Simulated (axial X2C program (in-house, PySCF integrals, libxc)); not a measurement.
Ω levels of CPrO from open-shell CI on f(δφ)1 f(π)0

Computed with an in-house all-electron X2C program for linear molecules (integrals from PySCF): two-component X2C with atomic mean-field Coulomb and Gaunt terms, basis C dyall-v2z, Pr dyall-v2z, O dyall-v2z (cores contracted in-house). Orbitals come from Hartree–Fock averaged over the configuration Pr f(δφ)1 f(π)0; CI then distributes these electrons over the f(δφ), f(π) shells of Pr.

C–Pr–O held linear, bonds 2.099 and 1.720 Å (the second held) (near the minimum of the configuration average).

Active spinors (ω > 0):

```csv
shell,ω,ε (eV),character
f(δφ),3/2,7.33,100% Pr f
f(δφ),5/2,7.46,100% Pr f
f(δφ),5/2,7.69,100% Pr f
f(δφ),7/2,7.83,100% Pr f
f(π),1/2,10.35,"84% Pr f, 9% Pr d, 4% O p"
f(π),3/2,10.54,"87% Pr f, 6% Pr d, 4% O p"
```

Lowest levels of this model:

```
  Ω  energy (cm⁻¹)    g∥  μ (D)  configuration
5/2              0  4.13   2.26    100% f(δφ)1
3/2           1894  2.03   2.27    100% f(δφ)1
7/2           2603  8.00   2.26    100% f(δφ)1
5/2           4023  5.87   2.26    100% f(δφ)1
```

g∥ is the magnitude of 2⟨Lz + ge Sz⟩ for the +Ω component. μ is positive if the O end is positive.

Q: From Ω and g∥ of the lowest level, whose 2⟨Lz + ge Sz⟩ is positive, find ⟨Sz⟩ and ⟨Lz⟩ (ge = 2.0023).

A: Ω = ⟨Lz⟩ + ⟨Sz⟩ = 5/2 and ⟨Lz⟩ + ge⟨Sz⟩ = 2.065, so ⟨Sz⟩ = -0.43 and ⟨Lz⟩ = 2.93.

Occupations of the active spinors in the lowest level by ω, shell by shell in order of energy: -7/2: 0.00; -5/2: 0.00 0.00; -3/2: 0.00 0.00; -1/2: 0.00; 1/2: 0.00; 3/2: 0.00 0.00; 5/2: 0.63 0.37; 7/2: 0.00. The leading determinant has weight 0.63 among 2.

This point took 1.3 s on 1 thread of Arm Neoverse V1, with other jobs on the host.

There is no dynamic correlation: spin–orbit spacings and, for f shells, spacings inside one term are the most reliable numbers, splittings between terms come out too wide, and energies between configurations are not reliable, so the lowest level need not be the ground state of the molecule. At most 6 roots were kept for each Ω > 0 (twice that for Ω = 0) within 3.5 eV of the lowest, so higher up levels can be missing between those listed; levels with Ω > 0 are doubly degenerate and listed once, Ω = 0 levels singly. States that fill the shells left empty in the average are placed too high. The molecule was held linear; bending was not examined.
